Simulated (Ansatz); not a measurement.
The cluster Mo₇⁻, relaxed as a doublet with UKS PBE-D4/def2-SVPD in Ansatz, starting from the GFN2-xTB geometry. Force threshold 0.02 eV/Å.

In the def2 sets Mo takes a core potential; there is no spin–orbit coupling. The charge -1 doublet is spin-contaminated (final ⟨S²⟩ up to 1.15, 0.75 for a pure state). The highest occupied level of the charge -1 doublet lies above zero (up to 0.29 eV). It is a level of β spin, whose loss leaves a triplet; that state wasn't run at this geometry and level. The electron is either unbound and held by the finite basis, or the level is raised by self-interaction error. The relaxation made no stability test and no search for a lower SCF solution. At PBE0-D4/def2-TZVPD a quartet of charge -1 lies 0.07 eV below the doublet, each at its own geometry. That quartet is doubtful there (⟨S²⟩ 4.25, where a pure state has 3.75). The structure comes from a short search, and lower isomers may exist.

Start:

```xyz
7

Mo    1.009   -1.932    0.134
Mo   -1.232   -0.865   -0.763
Mo   -1.098    1.478    1.109
Mo   -0.522    1.616   -1.340
Mo   -0.500   -0.736    1.473
Mo    1.372    0.599    0.790
Mo    0.971   -0.160   -1.403
```

```
         step  energy (eV)  largest force component (eV/Å)  SCF passes
            1  -12995.7941                           4.408         281
            2  -12997.2298                           1.431         126
            3  -12997.7130                           1.124          91
            4  -12997.7349                           0.837          86
            5  -12997.8668                           0.239          73
            6  -12997.8751                           0.161          60
 7 (rejected)  -12997.8161                           0.520          83
            8  -12997.8787                           0.030          60
            9  -12997.8788                           0.027          54
           10  -12997.8789                           0.011          55
           11  -12997.8789                           0.007          41
           12  -12997.8789                           0.013          55
           13  -12997.8790                           0.018          53
           14  -12997.8791                           0.030          61
           15  -12997.8793                           0.060          70
16 (rejected)  -12997.8787                           0.135          76
           17  -12997.8801                           0.096          70
18 (rejected)  -12997.8745                           0.164          83
           19  -12997.8807                           0.030          62
           20  -12997.8808                           0.043          60
           21  -12997.8811                           0.015          63
```

Force components are those of the run's own axes.

End:

```xyz
7

Mo    0.862   -1.770    0.039
Mo   -1.293   -0.836   -0.690
Mo   -0.909    1.444    1.018
Mo   -0.631    1.392   -1.320
Mo   -0.652   -0.826    1.686
Mo    1.369    0.611    0.811
Mo    1.255   -0.014   -1.544
```

By distances, no bond broke or formed, bridged metal pairs apart. The bond that changes most is Mo5–Mo7, from 3.28 to 3.84 Å (atoms count from 1). Metal–metal contacts that move far: Mo5–Mo7 3.28 to 3.84 Å.

The force fell under the threshold at step 10, but the optimiser went on and released 0.002 eV more. No frequencies were taken in this run, so the end may be a saddle point.

Hardware: 4 threads of Arm Neoverse V1 on a shared host. Wall time 10 min, peak host memory 1.2 GiB.
